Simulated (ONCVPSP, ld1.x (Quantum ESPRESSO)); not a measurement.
Potentials for cobalt (Co) compared

Generated with ld1.x 7.5 (TM, RRKJ, ultrasoft, PAW), atompaw 4.2 or ONCVPSP 4.0.1. The cutoff is in Ry: for ld1.x and atompaw files where the sum of valence levels is converged to 10 mRy in a Bessel basis, for ONCV files where the hardest occupied wave has 1 mHa per electron of residual kinetic energy. The error is the largest all-electron minus pseudo excitation energy over each file’s own four to seven test configurations (ionisations up to +4, promotions, holes and added fractions of an electron), all of which were solved. The labels leave out finer settings (local radius, basis sizes, second energies), which also bear on the numbers. Spin-polarised tests are not counted. The rows are a selection from randomly drawn settings: files with unsolved tests, undetermined cutoffs or missed reference levels are left out.

A true bound ghost makes a file unfit for plane-wave use even where its test errors are small: the radial tests pick states by their node count and pass the ghost by.

```tsv
potential	cutoff (Ry)	largest error (meV)	bound ghosts
PAW, LDA (PZ), scalar-relativistic, rc 2.06/2.42/0.98 (spd), local smoothed, core correction yes, reference 3d7 4s1.75 4p0	120	-1431	s
ONCV, PBE, scalar-relativistic, rc 1.55/0.75/1.55 (spd), local smoothed, core correction yes, reference 3s2 3p6 3d7 4s1.5, qcut 8.8/11.2/9.9, projectors 2/3/2	143	+80	p
ONCV, LDA (Perdew-Wang 92), scalar-relativistic, rc 2.00/1.65/1.80 (spd), local smoothed, core correction yes, reference 3d7.5 4s1.5, qcut 3.3/6/8.7, projectors 1/2/2	59	+130	p, s
```

Task: Fill in the row for Co: ONCV, LDA (Perdew-Zunger), fully relativistic, rc 0.85/1.20/0.95 (spd), local smoothed, core correction yes, reference 3s2 3p6 3d7, qcut 7.3/12.6/18.7, projectors 3/2/2.

Result: cutoff 460 Ry, largest error +5.1 meV, bound ghosts: s.

Task: Fill in the row for Co: ONCV, PBE, scalar-relativistic, rc 1.55/0.85/1.55 (spd), local smoothed, core correction yes, reference 3s2 3p6 3d7.5 4s1.5, qcut 9.4/7.8/12.1, projectors 3/2/1.

Result: cutoff 99 Ry, largest error -6.4 meV, bound ghosts: none.

Task: Fill in the row for Co: ONCV, PBEsol, scalar-relativistic, rc 2.05/2.00/1.10/2.00 (spdf), local smoothed, core correction no, reference 3d7 4s2, qcut 3.4/4.7/11.3/6.3, projectors 2/2/2/2.

Result: cutoff 126 Ry, largest error +117 meV, bound ghosts: s, p.
